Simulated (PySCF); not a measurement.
# Frontier levels across methods

C₆H₅F.
Atom-mapped SMILES: `[F:1][CH:2]=[C:3]1[CH:4]=[CH:5][CH:6]=[CH:7]1` (hydrogens: H8 on C2; H9 on C4; H10 on C5; H11 on C6; H12 on C7)

Basis pcSseg-1 throughout (PySCF), one geometry. Geometry: PBE0-D3(BJ)/def2-SVP; no solvent, vibrations or thermal averaging.

**Question.** How do the orbital energies, the gap and the dipole change with the method?

**Answer.** 
| method | kind | HOMO (eV) | LUMO (eV) | gap (eV) | μ (D) | SCF cycles |
| --- | --- | --- | --- | --- | --- | --- |
| BLYP | GGA | -5.21 | -2.58 | 2.63 | 0.98 | 17 |
| B97-D | GGA | -5.32 | -2.65 | 2.67 | 1.00 | 16 |
| OPBE | GGA | -5.36 | -2.67 | 2.69 | 1.00 | 16 |
| BP86 | GGA | -5.50 | -2.85 | 2.65 | 1.01 | 15 |
| PBE0 | global hybrid | -6.46 | -1.93 | 4.53 | 1.06 | 14 |
| BHandHLYP | global hybrid | -7.31 | -0.90 | 6.41 | 1.14 | 13 |
| LC-wPBE | range-separated hybrid | -9.13 | 0.17 | 9.30 | 1.10 | 14 |

The HOMO spans 3.92 eV, from BLYP down to LC-wPBE, and the gap runs from 2.63 eV (BLYP) to 9.30 eV (LC-wPBE). Over the methods BLYP (0 %), B97-D (0 %), OPBE (0 %), BP86 (0 %), PBE0 (25 %), BHandHLYP (50 %), a straight line through the gap against the share of exact exchange rises by 0.75 eV for each 10 % (correlation coefficient 1.000). The dipole ranges from 0.98 D (BLYP) to 1.14 D (BHandHLYP). This basis has no diffuse functions.
